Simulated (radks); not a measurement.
N4+, configuration [He] 2s1 (the NIST ground configuration).

Calculated with a radial shooting solver on a logarithmic mesh with Libxc functionals: Dirac Kohn-Sham, BLYP, spin-unpolarised, spherical densities, finite nucleus; Fermi nuclear charge, rms radius 2.5582 fm.

Energy parts (hartree):
part                      energy
total                  -48.36596
kinetic                 48.35354
electron-nucleus      -103.13028
Hartree                 11.08799
exchange-correlation    -4.67721

Orbitals (lengths in bohr, moments of r in powers of bohr; <r^-3> diverges for s and p1/2; r(max) is where P^2 peaks):
| orbital | occ. | eigenvalue (hartree) | <r^4> | <r^-3> | r(max) | <1/r> |
|---|---|---|---|---|---|---|
| 1s1/2 | 2 | -17.66301 | 0.01287 | - | 0.1479 | 6.670 |
| 2s1/2 | 1 | -3.22008 | 2.874 | - | 0.8904 | 1.392 |

The highest occupied level is 2s1/2 at -87.623 eV. The electron density at the nucleus is 211.6 e/bohr^3.
